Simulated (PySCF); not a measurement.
BHBr₂, SMILES BrBBr.

Geometry optimised at PBE-D3(BJ)/def2-TZVP.

Calculation: PBE-D3(BJ)/def2-TZVP (PySCF).

Frequencies are harmonic and unscaled.

**Question.** Estimate the vibrational spectrum. (The exact figures need the calculation; the answer reports its results.)

**Answer.** 
| mode | ν (cm⁻¹) | IR (km/mol) | moving atoms (share of kinetic energy) |
|---|---|---|---|
| 1 | 173 | 0.0 | Br 91 % |
| 2 | 586 | 10.3 | B 77 %, Br 15 % |
| 3 | 703 | 1.7 | H 67 %, B 32 % |
| 4 | 769 | 187.0 | B 71 %, H 20 %, Br 9 % |
| 5 | 1001 | 191.7 | H 79 %, B 21 % |
| 6 | 2642 | 55.2 | H 91 %, B 9 % |
